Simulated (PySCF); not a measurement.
**Polarisability and C₆ of Ar²⁺ (argon, charge +2)**

[Ne] 3s2 3p4, high-spin 3P determinant. Calculation: PySCF 2.14, in aug-cc-pwCVQZ (10s9p7d5f3g, 134 functions); the non-relativistic Hamiltonian (point nucleus). Coupled (time-dependent) response in atomic units; α is the mean over directions.

```
method  mean α (bohr³)         α xx, yy, zz  C₆ (like pair)  S(−4)
  MN15           4.747  4.840, 4.559, 4.840           16.01  6.046
```

S(−4) is the Cauchy moment in α(ω) = α(0) + S(−4) ω² + …

α(iu) at MN15:

```csv
u (hartree),α(iu) (bohr³)
0,4.747
0.0500,4.732
0.100,4.687
0.200,4.520
0.300,4.271
0.500,3.650
0.750,2.868
1.00,2.224
1.50,1.383
2.00,0.9240
3.00,0.4970
5.00,0.2221
```

For an ion, C₆ is the dispersion term alone; charge-induced terms of lower order in 1/R come first.

The components differ because the open shell of this determinant is not spherical; for a pure term their mean is the scalar polarisability.
